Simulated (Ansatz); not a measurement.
Job for Ansatz (a quantum-chemistry and plane-wave program): R-CCSD(T)/aug-cc-pVTZ on H2 (SMILES [H][H]) with ghost functions, monomers drawn apart or pushed together.

Ansatz 0.2 input:
```yaml
crystal:
  periodic: [false, false, false]
  atoms:
    - {symbol: H, position_ang: [-0.41546216, 0.12801045, 3.39642144]}
    - {symbol: H, position_ang: [-0.55206310, 0.09126543, 4.12766726]}
basis:
  gaussian:
    orbitals: aug-cc-pVTZ
    ghost_atoms:
      - {symbol: C, position_ang: [0.40942645, 0.55153586, -0.32883006]}
      - {symbol: C, position_ang: [-0.13505697, -0.61369184, -0.01149816]}
      - {symbol: H, position_ang: [1.48203390, 0.70262540, -0.31143485]}
      - {symbol: H, position_ang: [-0.19496967, 1.40264911, -0.61852531]}
      - {symbol: H, position_ang: [-1.20767617, -0.76484229, -0.02834837]}
      - {symbol: H, position_ang: [0.46917994, -1.46471260, 0.27883128]}
magnetization: {spin_polarized: false}
correlation: {method: ccsd_t, electrons: outside_noble_gas}
scf: {lower_state_search: off}
```

Question: Predict the final total energy.

Answer: -1.1726 hartree (reference determinant -1.1330, T1 diagnostic 0.005).

Question: How many basis functions does it have, and what does it roughly cost on one machine?

Answer: 230 functions; very roughly 2.3 core-minutes.
